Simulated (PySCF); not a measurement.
Structure revision by computed shifts

A compound C$_{5}$H$_{7}$ClN$_{2}$Si gives the data below (simulated from a calculation) and was assigned the structure `ClC[SiH2]c1ccncn1`.

13C{1H} NMR (computed): δ 182.3 (C), 161.5 (CH, 2C), 126.0 (CH), 29.7 (CH2).

1H NMR (400 MHz, computed): δ 9.01 (d, 2H), 7.26 (t, 1H), 4.78 (t, 2H), 3.56 (t, 2H).

Calculated, not measured (PySCF 2.14.0 with density-fitted response routines): shielding tensors at PBE0/pcSseg-1 (GIAO), GFN2-xTB geometry. Gas phase, non-relativistic, equivalent nuclei averaged, one conformer.

δ = σ(ref) − σ, references computed at the same level: TMS for 1H (σ = 31.72 ppm), 13C (σ = 186.93 ppm).

**Question.** Compare with the shifts computed for the proposed structure, pairing carbons in order of shift.

**Answer.** Mapped SMILES: `[Cl:1][CH2:2][SiH2:3][c:4]1[cH:5][cH:6][n:7][cH:8][n:9]1`. Each H is labelled by its parent atom.

| atom | computed for proposal | given list | difference |
| --- | --- | --- | --- |
| C4 | 177.2 | 182.3 | -5.1 |
| C8 | 164.4 | 161.5 | +2.9 |
| C6 | 161.3 | 161.5 | -0.2 |
| C5 | 134.5 | 126.0 | +8.5 |
| C2 | 29.3 | 29.7 | -0.4 |

The rms difference is 4.6 ppm and the largest +8.5 ppm at C5 (aromatic CH). The proposal also would give 5 carbon signals, not 4. The proposal doesn't fit.

**Question.** Which isomer fits?

**Answer.** SMILES ClC[SiH2]c1ncccn1.

1. Carbon types of the structure: 1 × C, 3 × CH, 1 × CH2, leaving 2 H on heteroatoms.
2. δC 182.3: substituted aromatic carbon next to a ring nitrogen.
3. δC 161.5: aromatic CH next to a ring nitrogen; the adjacent pyridine-type nitrogen withdraws density from it.
4. δC 126.0: aromatic CH; the aromatic region.
5. δH 9.01: hydrogen on an aromatic CH next to a ring nitrogen; ring current plus the neighbouring ring nitrogen.

The shifts were computed for this structure.

Carbons that carry Cl, above all several Cl atoms, come out too deshielded, partly because spin–orbit coupling is missing. Shifts are as computed. Against solution values, carbons near 30 ppm lie about +3 ppm off and those near 130 ppm about +5 ppm; carbons on Cl a further +6 ppm. Of 1309 compounds with measured shifts, 239 miss one by over three times the rms of a fit or turn the order of signals round; such compounds aren't used in these exercises. Multiplicities follow the n + 1 count of equivalent neighbours, as no J values were calculated; m marks all less simple cases, F and P coupling included.
